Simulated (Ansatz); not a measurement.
Cost and result for the atomization energy of C3H5FOSi (`O[SiH]1CC=C1F`) (11 atoms, 11 bonds).

```xyz
11

O     0.1309   -1.8244    1.4733
Si    0.5765   -0.4286    0.7357
C     0.3530   -0.1849   -1.1295
C    -0.4997    1.0152   -0.7585
C    -0.5955    1.0065    0.5777
F    -1.2629    1.8756    1.3312
H    -0.7502   -2.1595    1.3001
H     1.9183   -0.1364    1.2895
H     1.2439    0.0626   -1.7120
H    -0.1980   -0.9687   -1.6552
H    -0.9162    1.7426   -1.4522
```

Charge 0, multiplicity 1. The geometry is a stationary point of PBE0-D4/def2-TZVP. It is one conformer, not always the lowest. Program: Ansatz. All runs use 4 threads of an Arm Neoverse V1 on a shared host. Times are those of one run each, without the atoms' runs, and a repeat can differ threefold. Electronic energies, without spin–orbit coupling; frozen cores. CCSD(T)/CBS adds CCSD(T) − MP2 in def2-TZVPP to the MP2 limit, and its time is that of the two runs behind it. T1 = 0.012. B3LYP takes the VWN-RPA correlation (the form of Gaussian; ORCA's B3LYP/G).

CCSD(T)/CBS is a level of theory with its own doubt, some kJ/mol a heavy atom from the limit and from the frozen cores, so smaller differences don't rank the functionals.

| level | functions | wall time | atomization (kJ/mol) | difference from CCSD(T)/CBS | per bond |
| --- | --- | --- | --- | --- | --- |
| PBE-D4/def2-TZVPP (with forces) | 267 | 3 s | 4651.0 | 128.3 | 11.7 |
| PBE0-D4/def2-TZVPP | 267 | 3.5 s | 4546.4 | 23.7 | 2.2 |
| r2SCAN-D4/def2-TZVPP (with forces) | 267 | 6 s | 4541.8 | 19.1 | 1.7 |
| B3LYP-D4/def2-TZVPP (with forces) | 267 | 6.5 s | 4504.6 | -18.1 | -1.6 |
| B2PLYP/def2-TZVPP | 267 | 7 s | 4470.9 | -51.8 | -4.7 |
| ωB97X-V/def2-TZVPP | 267 | 9 s | 4534.3 | 11.6 | 1.1 |
| ωB97M-V/def2-TZVPP (with forces) | 267 | 14 s | 4539.6 | 16.9 | 1.5 |
| MP2/def2-QZVPP | 505 | 38 s | 4595.5 | 72.8 | 6.6 |
| CCSD(T)/def2-TZVPP | 267 | 4.4 min | 4397.0 | -125.7 | -11.4 |
| CCSD(T)/CBS(def2) | – | 5 min | 4522.7 | 0.0 | 0.0 |

In def2-TZVPP, CCSD(T) changes the Hartree–Fock value by +1153.4 kJ/mol (the triples alone add +80.9 kJ/mol) and MP2 by +1277.0 kJ/mol; breaking electron pairs costs correlation energy, which Hartree–Fock lacks. From PBE to PBE0 (25 % exact exchange), in def2-TZVPP and without D4, the atomization energy moves by −100.9 kJ/mol: exact exchange takes away binding that semilocal exchange gives to molecules. The D4 term adds +37.9 kJ/mol with B3LYP and +19.8 kJ/mol with PBE0; it sums over pairs of atoms, weighted by their polarisabilities, and B3LYP, whose exchange is more repulsive, gets the larger term.
